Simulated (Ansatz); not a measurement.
Abridged output of a molecular run in Ansatz:

```
Functional definition: HF
962 factors; integrals over basis functions are off by at most 8.8e-4 eV
mean field evaluation 1: about -51270.7135 eV, gradient 3.0e1 eV
mean field evaluation 2: about -51270.9440 eV, gradient 3.1e1 eV
mean field evaluation 4: about -51274.0158 eV, gradient 1.5e0 eV
mean field evaluation 8: about -51274.0500 eV, gradient 1.2e-1 eV
mean field -51274.05010815 eV, -1884.2865866750 hartree, gradient 7.0e-6 eV, S^2 0.000000; 0 other end points of the search recorded, 0 dependent functions left out
20 core orbitals not correlated: weight in the atoms' cores, before any rotation towards them, 1.000 or more for the frozen orbitals, at most 0.000 for the correlated occupied ones
reference -51274.05010815 eV, -1884.2865866750 hartree; 20, 20 occupied and 63, 63 virtual orbitals, 962 factors
second order -20.90811267 eV of doubles, -0.00000000 eV of singles
cycle   1  -21.25919606 eV  change   -3.5e-1 eV  update   1.6e-1
cycle   2  -21.74593942 eV  change   -4.9e-1 eV  update   6.2e-2
cycle   3  -21.89384232 eV  change   -1.5e-1 eV  update   2.8e-2
cycle   4  -21.88413843 eV  change    9.7e-3 eV  update   6.9e-3
cycle   5  -21.88030316 eV  change    3.8e-3 eV  update   1.8e-3
cycle   6  -21.87991912 eV  change    3.8e-4 eV  update   5.6e-4
cycle   7  -21.87984051 eV  change    7.9e-5 eV  update   2.2e-4
cycle   8  -21.87998074 eV  change   -1.4e-4 eV  update   6.4e-5
cycle   9  -21.88000651 eV  change   -2.6e-5 eV  update   1.9e-5
perturbative correction -0.72503456 eV, -0.0266445285 hartree
Total energy: -51296.65514922 eV, -1885.1173066120 hartree
```

Its atoms:

Cartesian coordinates in Å:
```
Cl -0.5603 -1.3514 -1.7954
Zr 0.0000 0.0000 0.0000
Cl -0.6856 -1.0085 1.9690
Cl 2.2950 0.3072 0.0484
Cl -1.0491 2.0528 -0.2220
```

(1) Which basis set was used?
A. def2-TZVPP
B. def2-SVPD
C. cc-pV(T+d)Z
D. def2-SVP

(2) Write the keys of the input that set method, charge and spin (a neutral closed shell needs none for the last two).

Results:

(1) D. It gives 103 functions.

(2) 
```yaml
correlation: {method: ccsd_t}
```
